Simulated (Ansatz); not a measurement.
The same molecule with X = B, Al, Ga, In. Ansatz, PBE0-D4/def2-TZVP geometries, multiplicity 1.

Elements past krypton have def2 core potentials. Scalar relativity is left out up to krypton.

```tsv
X	molecule	mean X–H bond length / Å	mean X–N bond length / Å	HOMO energy (ωB97M-V/def2-TZVPP) / eV	LUMO energy (B3LYP/def2-TZVPP) / eV	HOMO energy (PBE0/def2-TZVPP) / eV
B	`BN=C`	1.197	1.351	-10.24	-1.17	-7.92
Ga	`C=[N][GaH2]`	1.556	1.803	-8.86	-1.22	-6.61
In	`C=[N][InH2]`	1.722	2.087	-8.47	-2.15	-6.24
```

(1) Give the row for X = Al, `C=[N][AlH2]`. (Estimate.)

## Answers

(1) Ansatz gave: 
```json
{"X": "Al", "molecule": "`C=[N][AlH2]`", "mean X–H bond length / Å": "1.580", "mean X–N bond length / Å": "1.748", "HOMO energy (ωB97M-V/def2-TZVPP) / eV": "-9.07", "LUMO energy (B3LYP/def2-TZVPP) / eV": "-1.17", "HOMO energy (PBE0/def2-TZVPP) / eV": "-6.78"}
```

From B to In the mean X–H bond length isn't monotonic: highest at In, lowest at B; the mean X–N bond length rises at each step, by 0.736 Å in all; the HOMO energy (ωB97M-V/def2-TZVPP) rises at each step, by 1.77 eV in all; the LUMO energy (B3LYP/def2-TZVPP) isn't monotonic: highest at B, lowest at In; the HOMO energy (PBE0/def2-TZVPP) rises at each step, by 1.68 eV in all. Bonds lengthen as the atom grows down the group.

B3LYP here is the variant with VWN-RPA as its local correlation; programs differ in this.
